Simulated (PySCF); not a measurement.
Species: C7H7ClOSi.
SMILES with atom numbers: `[O:1]=[C:2]([Cl:3])[c:4]1[cH:5][cH:6][cH:7][cH:8][c:9]1[SiH3:10]` (hydrogens: H11 on C5; H12 on C6; H13 on C7; H14 on C8; H15, H16, H17 on Si10)

Structure used (GFN2-xTB), in Å, numbered top down from 1:
```xyz
17
C7H7ClOSi angstrom
O      1.754    2.075    0.255
C      0.560    2.033    0.165
Cl    -0.331    3.553    0.205
C     -0.232    0.827    0.027
C     -1.624    0.835   -0.084
C     -2.308   -0.357   -0.207
C     -1.607   -1.555   -0.218
C     -0.227   -1.555   -0.110
C      0.493   -0.375    0.014
Si     2.385   -0.392    0.163
H     -2.159    1.772   -0.074
H     -3.384   -0.356   -0.292
H     -2.141   -2.490   -0.313
H      0.307   -2.493   -0.121
H      2.999    0.230   -1.003
H      2.806    0.095    1.471
H      2.703   -1.832    0.111
```

Computed at PBE0/pcSseg-1 (PySCF, non-relativistic), with Q(17O) = −0.0256 b, Q(35Cl) = −0.0817 b: O1, 17O (I = 5/2): χzz = 8.924 MHz, η = 0.278; Cl3, 35Cl (I = 3/2): χzz = -64.58 MHz, η = 0.275.

(1) Where would the pure quadrupole (NQR) lines of 17O at O1 fall for the rigid, isolated species?

(2) Where would the pure quadrupole (NQR) lines of 35Cl at Cl3 fall for the rigid, isolated species?

## Answers

(1) From the eigenvalues of H = χ/[4I(2I − 1)] × [3Iz² − I(I + 1) + η(Ix² − Iy²)], steps between neighbouring levels, labelled as for η = 0: ±1/2↔±3/2 1.447 MHz, ±3/2↔±5/2 2.637 MHz (carbonyl oxygen).

(2) From ν = (|χ|/2)√(1 + η²/3): ν = 32.69 MHz (chlorine bonded to C). For 37Cl the ratio of quadrupole moments, 0.7881, gives 25.77 MHz.

In a crystal, neighbours and librations shift these lines. GFN2-xTB bond lengths can be off by several hundredths of an ångström, more for odd bonds, and the gradients follow them. The basis is small and wasn't made for field gradients, so the couplings can be 20 % off.

One conformer stands for the species.
